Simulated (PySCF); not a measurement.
C₈H₉B.
Cartesian coordinates in Å at the PBE0-D3(BJ)/def2-SVP level; atoms count from 1:
```xyz
18
C8H9B angstrom
B     -3.142    0.084   -0.002
C     -1.620   -0.092    0.125
C     -0.889   -0.858   -0.804
C      0.485   -1.015   -0.689
C      1.195   -0.415    0.365
C      2.645   -0.618    0.445
C      3.468   -0.178    1.404
C      0.478    0.355    1.299
C     -0.894    0.509    1.178
H     -3.743   -0.440   -0.913
H     -3.750    0.748    0.807
H     -1.420   -1.336   -1.632
H      1.032   -1.615   -1.422
H      3.073   -1.200   -0.380
H      3.116    0.403    2.261
H      4.539   -0.391    1.363
H      1.004    0.840    2.124
H     -1.433    1.112    1.913
```

All values: CAM-B3LYP/def2-SVPD (PySCF, non-relativistic), on one gas-phase PBE0-D3(BJ)/def2-SVP geometry that isn't relaxed in the solvent. The solvent is an IEF-PCM continuum (Bondi radii, 1.10 Å for H, scaled by 1.2), and excitations are vertical TDDFT with non-equilibrium linear response and a frozen core. Specific hydrogen bonds and non-electrostatic terms are outside this model.

| run | E − E(gas) (kcal/mol) | HOMO (eV) | HOMO–LUMO gap (eV) | dipole (D) | lowest singlet (eV) | static polarisability (au) |
| --- | --- | --- | --- | --- | --- | --- |
| gas | 0.00 | -8.10 | 6.84 | 1.92 | 4.51 | 118.6 |
| P | -1.14 | -8.05 | 6.82 | 2.19 | 4.35 | 136.5 |
| Q | -3.12 | -8.03 | 6.78 | 2.58 | 4.32 | 170.1 |

Task: The runs were made in cyclohexane and dimethylsulfoxide. Which run belongs to which solvent?

Result: P = cyclohexane, Q = dimethylsulfoxide. The dielectric constants are 2.017 (cyclohexane), 46.83 (dimethylsulfoxide), and the energy falls further as ε rises. The optical constants n² used for the excitations are 2.04, 2.19 in the same order. In this model the ground state sees the solvent through ε alone.

Task: How constant is the ratio of the lowering to (ε − 1)/(2ε + 1)?

Result: 
| solvent | (ε − 1)/(2ε + 1) | E − E(gas) (kcal/mol) | ratio (kcal/mol) | polarisation term (kcal/mol) |
| --- | --- | --- | --- | --- |
| cyclohexane | 0.202 | -1.14 | -5.7 | -1.20 |
| dimethylsulfoxide | 0.484 | -3.12 | -6.5 | -3.59 |

The ratio changes by +14.2 % in size from cyclohexane to dimethylsulfoxide. The polarisation term is half the interaction of the solute with the induced surface charges.

The run took 91 s wall on an Arm Neoverse N1 with one thread, no GPU, shared host with 64 logical CPUs at a one-minute load of 44, and the process peaked at 1.3 GiB of memory. This is the whole response run at CAM-B3LYP/def2-SVPD in dimethylsulfoxide, SCF included.
